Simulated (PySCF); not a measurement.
Se(H)(SH) (H2SSe), SMILES S[SeH]. Coordinates come from a PBE0-D3(BJ)/def2-TZVP optimisation.

Calculation: PBE0-D3(BJ)/def2-TZVP (PySCF 2.14.0).

Harmonic wavenumbers (cm⁻¹): 412, 422, 790, 853, 2396, 2683. Rotational constants (GHz): 131.2, 4.401, 4.386; symmetry number 1.

Task: Work out the zero-point energy and the ideal-gas rigid-rotor harmonic-oscillator thermochemistry at 298.15 K and 1 atm.

Result: ZPE = ½ Σ hcν = ½ × 7556 cm⁻¹ = 45.19 kJ/mol. H − E(el) = 57.03 kJ/mol. Entropy in J/(mol K): translation 167.71, rotation 93.58, vibration 9.16, total 270.45. G − E(el) = -23.60 kJ/mol. Cp = 50.43 J/(mol K).
